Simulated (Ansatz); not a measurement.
C2Br2F4, SMILES `FC(F)(Br)C(F)(F)Br` at its PBE0-D4/def2-TZVP geometry, where that method's forces vanish. Total charge 0; spin multiplicity 1.

```xyz
8

F     0.0595   -1.1266   -1.3978
C     0.5398   -0.2645   -0.5024
F     1.0697    0.7626   -1.1558
Br    1.8873   -1.1384    0.5637
C    -0.6571    0.2332    0.3573
F    -1.1909   -0.7949    1.0057
F    -1.5737    0.7229   -0.4767
Br   -0.1346    1.6056    1.6060
```

Question: What forces (eV/Å) does PBE-D4/def2-TZVPP give on these atoms in Ansatz? (Estimate.)

Answer: Ansatz gave: 
```
F1  -0.330 -0.609 -0.596
C2  -0.034  0.016  0.429
F3   0.379  0.706 -0.437
Br4  0.387 -0.252  0.309
C5   0.419  0.087  0.048
F6  -0.358 -0.700  0.462
F7  -0.615  0.357 -0.574
Br8  0.153  0.396  0.359
```
